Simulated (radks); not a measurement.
Values are calculated unless marked as measured or tabulated.
Ionisation of neutral manganese, [Ar] 3d5 4s2, to Mn+, [Ar] 3d5 4s1, under several functionals. Scalar-relativistic Kohn-Sham, spin-polarised, spherical densities, finite nucleus; open shells are filled with parallel spins first; a radial shooting solver on a logarithmic mesh with Libxc functionals. The NIST Atomic Spectra Database gives 7.434 eV (measured). Rank these functionals by the error of their Delta-SCF ionisation energy: BP86; PBE; HCTH/407; exchange-only PBE; BLYP; LDA (Slater exchange, VWN5 correlation); SOGGA.

Answer. From best to worst: BP86 7.456 eV (+0.022); BLYP 7.546 eV (+0.112); LDA (Slater exchange, VWN5 correlation) 7.570 eV (+0.136); PBE 7.236 eV (-0.199); SOGGA 7.023 eV (-0.411); HCTH/407 8.165 eV (+0.731); exchange-only PBE 6.472 eV (-0.962). Open shells are spherical and high-spin; term and fine-structure splittings are not resolved.
